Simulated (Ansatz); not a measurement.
`[SiH3]CCS` and `SCCCS` differ in one atom or group.

Ansatz, PBE0-D4/def2-TZVP geometries, multiplicity 1. Each molecule was computed in one conformer, which needn't be the lowest.

| property | `[SiH3]CCS` |
| --- | --- |
| HOMO energy (PBE0/def2-TZVPP) / eV | -6.84 |
| LUMO energy (ωB97M-V/def2-TZVPP) / eV | 1.88 |
| LUMO energy (PBE0/def2-TZVPP) / eV | 0.24 |
| size of the dipole moment (ωB97M-V/def2-TZVPP) / D | 1.05 |
| HOMO–LUMO gap (PBE/def2-TZVPP) / eV | 4.95 |
| HOMO–LUMO gap (B3LYP/def2-TZVPP) / eV | 6.56 |

**Question.** What does the change do to each property? (Best estimate.)

**Answer.** Computed: 
| property | `SCCCS` | shift |
| --- | --- | --- |
| HOMO energy (PBE0/def2-TZVPP) / eV | -6.66 | 0.18 |
| LUMO energy (ωB97M-V/def2-TZVPP) / eV | 1.97 | 0.09 |
| LUMO energy (PBE0/def2-TZVPP) / eV | 0.26 | 0.02 |
| size of the dipole moment (ωB97M-V/def2-TZVPP) / D | 1.49 | 0.44 |
| HOMO–LUMO gap (PBE/def2-TZVPP) / eV | 4.77 | -0.18 |
| HOMO–LUMO gap (B3LYP/def2-TZVPP) / eV | 6.40 | -0.16 |

The zero-point energy changes by 35.9 kJ/mol with +3 modes. Dipoles are sizes alone; their direction can turn.

Positive LUMOs are unbound, so they and the gaps depend on the basis.

B3LYP here is the variant with VWN-RPA as its local correlation; programs differ in this.
